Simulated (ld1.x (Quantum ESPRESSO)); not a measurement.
PBE TM dataset for aluminium, fully relativistic all-electron reference.

Input for ld1.x (Quantum ESPRESSO) 7.5:

```
&input
   title='Al', zed=13., rel=2, dft='PBE', iswitch=3,
   config='[Ne] 3s1.5 3p1.5 3d-2', rel_dist='average',
   nld=5, rlderiv=2.05, eminld=-3.0, emaxld=5.0, deld=0.02
 /
 &inputp
   pseudotype=2, tm=.true., lloc=0,
   nlcc=.false.,
   file_pseudopw='Al.UPF', file_wfcaegen='ae.wfc', file_wfcncgen='nc.wfc', file_beta='beta', file_chi='chi'
 /
3
3P  2  1   1.50   0.00  1.90  1.90  0.0
3D  3  2  -2.00   0.30  1.70  1.70  0.0
3S  1  0   1.50   0.00  1.85  1.85  0.0
 &test
   configts(1)='3s1.5 3p1.5'
 /
```

Command:

```bash
ld1.x < Al.in > Al.out
```

Resulting log (shortened: banner, matrices, multipoles, cross overlaps and the repeated all-electron block are left out):

```
Program LD1 v.7.5
     --------------------------- All-electron run ----------------------------

     Al
     dirac relativistic calculation

     atomic number is 13.00
     dft =PBE   lsd =0 sic =0 latt =0  beta=0.20 tr2=1.0E-14
     Exchange-correlation= PBE
                           (   1   4   3   4   0   0   0)
     mesh =1135 r(mesh) = 100.48924 a.u. xmin = -7.00 dx = 0.01250
     1 Ry =  13.60569312 eV, c = 137.03599908

     n l j   nl                  e(Ry)          e(Ha)          e(eV)
     Spin orbit split results
     1 0 0.5 1S 1( 2.00)      -111.1304       -55.5652     -1512.0058
     2 0 0.5 2S 1( 2.00)        -8.0178        -4.0089      -109.0878
     2 1 0.5 2P 1( 2.00)        -5.2077        -2.6038       -70.8544
     2 1 1.5 2P 1( 4.00)        -5.1752        -2.5876       -70.4128
     3 0 0.5 3S 1( 1.50)        -0.6013        -0.3006        -8.1805
     3 1 0.5 3P 1( 0.50)        -0.2243        -0.1121        -3.0512
     3 1 1.5 3P 1( 1.00)        -0.2230        -0.1115        -3.0339
     Averaged results
     1 0     1S 1( 2.00)      -111.1304       -55.5652     -1512.0058
     2 0     2S 1( 2.00)        -8.0178        -4.0089      -109.0878
     2 1     2P 1( 6.00)        -5.1861        -2.5930       -70.5600
     3 0     3S 1( 1.50)        -0.6013        -0.3006        -8.1805
     3 1     3P 1( 1.50)        -0.2234        -0.1117        -3.0397

     final scf error:  5.3E-15 reached in  29 iterations

     Etot =    -485.184009 Ry,    -242.592004 Ha,   -6601.264732 eV

     Ekin =     486.242546 Ry,     243.121273 Ha,    6615.666871 eV
     Encl =   -1159.822214 Ry,    -579.911107 Ha,  -15780.185127 eV
     Eh   =     225.213097 Ry,     112.606549 Ha,    3064.180289 eV
     Exc  =     -36.817438 Ry,     -18.408719 Ha,    -500.926765 eV

     normalization and overlap integrals

     s(1S/1S) =  1.000000  <r> =   0.1202  <r2> =    0.0195  r(max) =   0.0779
     s(2S/2S) =  1.000000  <r> =   0.6258  <r2> =    0.4697  r(max) =   0.4954
     s(2P/2P) =  1.000000  <r> =   0.6016  <r2> =    0.4603  r(max) =   0.4264
     s(2P/2P) =  1.000000  <r> =   0.6038  <r2> =    0.4636  r(max) =   0.4317
     s(3S/3S) =  1.000000  <r> =   2.5180  <r2> =    7.3964  r(max) =   2.0856
     s(3P/3P) =  1.000000  <r> =   3.3533  <r2> =   13.5108  r(max) =   2.6118
     s(3P/3P) =  1.000000  <r> =   3.3623  <r2> =   13.5831  r(max) =   2.6118

     ------------------------ End of All-electron run ------------------------

     --------------------- Generating NC pseudopotential ---------------------

      Generating local pot.: lloc=0, matching radius rcloc =   1.8500

     Fully relativistic calculation: |psi|^2

     Wfc 3P LC norm =  0.99998208 SC norm =  0.00001741 missing  0.00000051

     Wfc 3P LC norm =  0.99998216 SC norm =  0.00001203 missing  0.00000581

      Wfc   3P  rcut= 1.887  Using Troullier-Martins method

      Wfc   3P  rcut= 1.887  Using Troullier-Martins method

      Wfc   3D  rcut= 1.708  Using Troullier-Martins method

      Wfc   3D  rcut= 1.708  Using Troullier-Martins method

     ------------------- End of pseudopotential generation -------------------

     Computing logarithmic derivative in   2.04689
     Computing logarithmic derivative in   2.04689
     Computing the partial wave expansion
       no projector for channel:   0
     R is outside the sphere for l=    1 j= 0.50
     R is outside the sphere for l=    1 j= 1.50
     R is outside the sphere for l=    2 j= 1.50
     R is outside the sphere for l=    2 j= 2.50

     ---------------------- Testing the pseudopotential ----------------------

     Al
     dirac relativistic calculation

     atomic number is 13.00   valence charge is  3.00
     dft =PBE   lsd =0 sic =0 latt =0  beta=0.20 tr2=1.0E-14
     mesh =1135 r(mesh) = 100.48924 xmin = -7.00 dx = 0.01250

     n l  j  nl             e AE (Ry)       e PS (Ry)    De AE-PS (Ry)
     1 0 0.5 3S   1( 1.50)       -0.60126       -0.60126        0.00000
     2 1 0.5 3P   1( 0.50)       -0.22426       -0.22425       -0.00001
     2 1 1.5 3P   1( 1.00)       -0.22299       -0.22299        0.00000

     eps = 3.9E-15  iter = 21

     Etot =    -485.184009 Ry,    -242.592004 Ha,   -6601.264732 eV
     Etotps =    -3.689207 Ry,      -1.844604 Ha,     -50.194222 eV

     Ekin =       1.361690 Ry,       0.680845 Ha,      18.526730 eV
     Encl =      -6.628518 Ry,      -3.314259 Ha,     -90.185585 eV
     Ehrt =       2.788592 Ry,       1.394296 Ha,      37.940732 eV
     Ecxc =      -1.160099 Ry,      -0.580049 Ha,     -15.783947 eV
     Epseu=      -0.050872 Ry,      -0.025436 Ha,      -0.692153 eV

     ---------------------- End of pseudopotential test ----------------------
```

Generation and configuration tests took about 1 s on one core of a shared server CPU.

Transferability test of the new file with ld1.x, input:

```
&input
   title='Al', zed=13., rel=2, dft='PBE', iswitch=2,
   config='[Ne] 3s1.5 3p1.5 3d-2', rel_dist='average'
 /
 &test
   file_pseudo='Al.UPF', nconf=8,
   configts(1)='3s1.5 3p1.5',
   configts(2)='3s2 3p1',
   configts(3)='3s2 3p0',
   configts(4)='3s1 3p0',
   configts(5)='3s0 3p3',
   configts(6)='3s1 3p2',
   configts(7)='3s1 3p1',
   configts(8)='3s2 3p0.5'
 /
```

```bash
ld1.x < Al.test.in > Al.test.out
```

Pseudopotential blocks of its output, shortened (energy terms left out):

```
     ---------------------- Testing the pseudopotential ----------------------

     n l  j  nl             e AE (Ry)       e PS (Ry)    De AE-PS (Ry)
     1 0 0.5 3S   1( 1.50)       -0.60126       -0.60126        0.00000
     2 1 0.5 3P   1( 0.50)       -0.22426       -0.22425       -0.00001
     2 1 1.5 3P   1( 1.00)       -0.22299       -0.22299        0.00000

     eps = 3.8E-15  iter = 21

     Etot =    -485.184009 Ry,    -242.592004 Ha,   -6601.264732 eV
     Etotps =    -3.689207 Ry,      -1.844604 Ha,     -50.194222 eV

     ---------------------- End of pseudopotential test ----------------------

          ---------------------- Testing the pseudopotential ----------------------

     n l  j  nl             e AE (Ry)       e PS (Ry)    De AE-PS (Ry)
     1 0 0.5 3S   1( 2.00)       -0.56981       -0.57032        0.00051
     2 1 0.5 3P   1( 0.33)       -0.20013       -0.20014        0.00001
     2 1 1.5 3P   1( 0.67)       -0.19893       -0.19894        0.00001

     eps = 1.6E-15  iter = 22

     Etot =    -485.371128 Ry,    -242.685564 Ha,   -6603.810616 eV
     Etotps =    -3.876459 Ry,      -1.938230 Ha,     -52.741917 eV
     dEtot_ae =      -0.187119 Ry
     dEtot_ps =      -0.187252 Ry,   Delta E=       0.000133 Ry

     ---------------------- End of pseudopotential test ----------------------

          ---------------------- Testing the pseudopotential ----------------------

     n l  j  nl             e AE (Ry)       e PS (Ry)    De AE-PS (Ry)
     1 0 0.5 3S   1( 2.00)       -1.08850       -1.08968        0.00117
     2 1 0.5 3P   1( 0.00)       -0.66657       -0.66735        0.00078
     2 1 1.5 3P   1( 0.00)       -0.66482       -0.66562        0.00079

     eps = 1.1E-15  iter = 12

     Etot =    -484.947682 Ry,    -242.473841 Ha,   -6598.049337 eV
     Etotps =    -3.452731 Ry,      -1.726366 Ha,     -46.976801 eV
     dEtot_ae =       0.236327 Ry
     dEtot_ps =       0.236476 Ry,   Delta E=      -0.000149 Ry

     ---------------------- End of pseudopotential test ----------------------

          ---------------------- Testing the pseudopotential ----------------------

     n l  j  nl             e AE (Ry)       e PS (Ry)    De AE-PS (Ry)
     1 0 0.5 3S   1( 1.00)       -1.74539       -1.73976       -0.00563  !
     2 1 0.5 3P   1( 0.00)       -1.26600       -1.26489       -0.00111
     2 1 1.5 3P   1( 0.00)       -1.26354       -1.26260       -0.00095

     eps = 7.3E-15  iter = 13

     Etot =    -483.534648 Ry,    -241.767324 Ha,   -6578.824031 eV
     Etotps =    -2.040398 Ry,      -1.020199 Ha,     -27.761026 eV
     dEtot_ae =       1.649361 Ry
     dEtot_ps =       1.648809 Ry,   Delta E=       0.000552 Ry

     ---------------------- End of pseudopotential test ----------------------

          ---------------------- Testing the pseudopotential ----------------------

     n l  j  nl             e AE (Ry)       e PS (Ry)    De AE-PS (Ry)
     1 0 0.5 3S   1( 0.00)       -0.68209       -0.67903       -0.00306
     2 1 0.5 3P   1( 1.00)       -0.28701       -0.28626       -0.00075
     2 1 1.5 3P   1( 2.00)       -0.28556       -0.28484       -0.00072

     eps = 7.4E-15  iter = 15

     Etot =    -484.603023 Ry,    -242.301512 Ha,   -6593.360020 eV
     Etotps =    -3.109792 Ry,      -1.554896 Ha,     -42.310877 eV
     dEtot_ae =       0.580986 Ry
     dEtot_ps =       0.579415 Ry,   Delta E=       0.001570 Ry

     ---------------------- End of pseudopotential test ----------------------

          ---------------------- Testing the pseudopotential ----------------------

     n l  j  nl             e AE (Ry)       e PS (Ry)    De AE-PS (Ry)
     1 0 0.5 3S   1( 1.00)       -0.63015       -0.62938       -0.00076
     2 1 0.5 3P   1( 0.67)       -0.24660       -0.24647       -0.00013
     2 1 1.5 3P   1( 1.33)       -0.24526       -0.24514       -0.00012

     eps = 2.6E-15  iter = 21

     Etot =    -484.993407 Ry,    -242.496704 Ha,   -6598.671467 eV
     Etotps =    -3.498760 Ry,      -1.749380 Ha,     -47.603058 eV
     dEtot_ae =       0.190601 Ry
     dEtot_ps =       0.190447 Ry,   Delta E=       0.000154 Ry

     ---------------------- End of pseudopotential test ----------------------

          ---------------------- Testing the pseudopotential ----------------------

     n l  j  nl             e AE (Ry)       e PS (Ry)    De AE-PS (Ry)
     1 0 0.5 3S   1( 1.00)       -1.14733       -1.14557       -0.00175
     2 1 0.5 3P   1( 0.33)       -0.71775       -0.71754       -0.00022
     2 1 1.5 3P   1( 0.67)       -0.71592       -0.71574       -0.00018

     eps = 1.4E-15  iter = 14

     Etot =    -484.520661 Ry,    -242.260330 Ha,   -6592.239425 eV
     Etotps =    -3.026219 Ry,      -1.513110 Ha,     -41.173809 eV
     dEtot_ae =       0.663348 Ry
     dEtot_ps =       0.662988 Ry,   Delta E=       0.000360 Ry

     ---------------------- End of pseudopotential test ----------------------

          ---------------------- Testing the pseudopotential ----------------------

     n l  j  nl             e AE (Ry)       e PS (Ry)    De AE-PS (Ry)
     1 0 0.5 3S   1( 2.00)       -0.81536       -0.81608        0.00072
     2 1 0.5 3P   1( 0.17)       -0.41998       -0.42021        0.00022
     2 1 1.5 3P   1( 0.33)       -0.41852       -0.41875        0.00023

     eps = 8.8E-15  iter = 12

     Etot =    -485.217838 Ry,    -242.608919 Ha,   -6601.724999 eV
     Etotps =    -3.723122 Ry,      -1.861561 Ha,     -50.655653 eV
     dEtot_ae =      -0.033829 Ry
     dEtot_ps =      -0.033915 Ry,   Delta E=       0.000086 Ry

     ---------------------- End of pseudopotential test ----------------------
```
